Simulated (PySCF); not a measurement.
PBE0 on Ir⁻ (iridium, charge -1), [Xe] 4f14 5d8 6s2, high-spin 3F determinant. Calculation: PySCF 2.14, in def2-TZVPPD with the def2 core potential (60 electrons); scalar relativity through the core potential.

```
cycle= 1 E= -104.280677813155  delta_E= -0.0104  |g|= 0.029  |ddm|= 0.455
cycle= 2 E= -104.280618179969  delta_E= 5.96e-05  |g|= 0.0344  |ddm|= 0.148
cycle= 3 E= -104.281133498408  delta_E= -0.000515  |g|= 0.00349  |ddm|= 0.0435
cycle= 4 E= -104.281139803474  delta_E= -6.31e-06  |g|= 0.000272  |ddm|= 0.0119
cycle= 5 E= -104.281139871323  delta_E= -6.78e-08  |g|= 7.35e-05  |ddm|= 0.00108
cycle= 6 E= -104.281139875165  delta_E= -3.84e-09  |g|= 3.05e-06  |ddm|= 0.000215
cycle= 7 E= -104.281139875181  delta_E= -1.53e-11  |g|= 2.24e-07  |ddm|= 1.55e-05
converged SCF energy = -104.281139875181  <S^2> = 2.0062729  2S+1 = 3.004179
```

Highest occupied orbital energy: 0.718 eV; ⟨L²⟩ = 12.02; populations by l: s 4.00, p 6.00, d 8.00, f 0.00.

Question: Can this result be used?

Answer: With care. Self-consistency was reached. Energies and moments cover only the electrons outside the core potential. Spin-orbit coupling, absent here, splits the open shell strongly. At PBE0 the highest occupied level has a positive energy, so only the finite basis holds that electron; in a semilocal or global hybrid functional this comes from self-interaction and does not mean that the real anion is unbound.
